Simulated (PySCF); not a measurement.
# Broadened absorption spectrum of C4H4FNO

Species: C4H4FNO.
SMILES: `N#CCCC(=O)F`

Method used: TDDFT wB97X-D/def2-SVPD, vertical, gas phase, core orbitals frozen in the response in PySCF. Geometry: GFN2-xTB, one conformer, isolated molecule. Torsions of this conformer, `[N:1]#[C:2][CH2:3][CH2:4][C:5](=[O:6])[F:7]`: C2–C3–C4–C5 -74°, C3–C4–C5–O6 -10°.

Each state is given a Gaussian of 0.25 eV full width at half maximum, with ε(max) = 2.175×10⁸ f / Δν̃ (Δν̃ the width in cm⁻¹). The width is an assumption, not a result. The curve ends short of the highest state used, and states not computed would add to its high-energy end.

| E (eV) | ε (L mol⁻¹ cm⁻¹) |
| --- | --- |
| 5.80 | 0 |
| 5.86 | 1 |
| 5.92 | 4 |
| 5.98 | 13 |
| 6.05 | 33 |
| 6.11 | 54 |
| 6.17 | 64 |
| 6.23 | 55 |
| 6.30 | 31 |
| 6.36 | 13 |
| 6.42 | 4 |
| 6.48 | 1 |
| 6.55 | 0 |
| 6.61 | 0 |
| 6.67 | 0 |
| 6.73 | 0 |
| 6.80 | 0 |
| 6.86 | 0 |
| 6.92 | 0 |
| 6.99 | 0 |
| 7.05 | 0 |
| 7.11 | 0 |
| 7.17 | 0 |
| 7.24 | 0 |
| 7.30 | 0 |
| 7.36 | 0 |
| 7.42 | 0 |
| 7.49 | 0 |
| 7.55 | 0 |
| 7.61 | 0 |
| 7.67 | 0 |
| 7.74 | 1 |
| 7.80 | 2 |
| 7.86 | 3 |
| 7.92 | 8 |
| 7.99 | 35 |
| 8.05 | 107 |
| 8.11 | 244 |
| 8.17 | 406 |
| 8.24 | 494 |
| 8.30 | 419 |
| 8.36 | 279 |
| 8.42 | 197 |
| 8.49 | 250 |

Task: Where are the band maxima, and which computed states make them?

Result: 201 nm (6.17 eV), ε about 64, made up of S1 (100%); 151 nm (8.24 eV), ε about 490, made up of S3 (37%) and S4 (63%) (ε in L mol⁻¹ cm⁻¹; maxima over ε = 5, shares over 10%). At its high-energy end, 8.49 eV, the curve is still rising (ε about 250, from S5 and S6). The states used: S1 6.17 eV (f 0.0006); S2 7.89 eV (f 0.0000); S3 8.23 eV (f 0.0017); S4 8.24 eV (f 0.0029); S5 8.59 eV (f 0.0028); S6 8.73 eV (f 0.0036); S7 9.03 eV (f 0.047); S8 9.09 eV (f 0.0027).

Task: Does any computed singlet lie in the visible range?

Result: No computed singlet lies in the visible range (380 to 750 nm); the lowest, at 201 nm, stands 2.91 eV above its violet end (3.26 eV).

Task: Coming from long wavelengths, where does ε first pass 100 L mol⁻¹ cm⁻¹?

Result: At about 154 nm (8.05 eV), 1.88 eV above S1.

Task: On this curve, what absorbance would a 10⁻⁴ mol/L sample give at 193 nm over a 1 cm path?

Result: 193 nm is 6.424 eV, where ε is about 3.8 L mol⁻¹ cm⁻¹, so A = ε c l ≈ 0.00038 (Beer–Lambert, with the gas-phase spectrum and the assumed width).

Time: 23 s; peak memory 0.74 GiB. Hardware: an Arm Neoverse V1 with one thread, shared host.
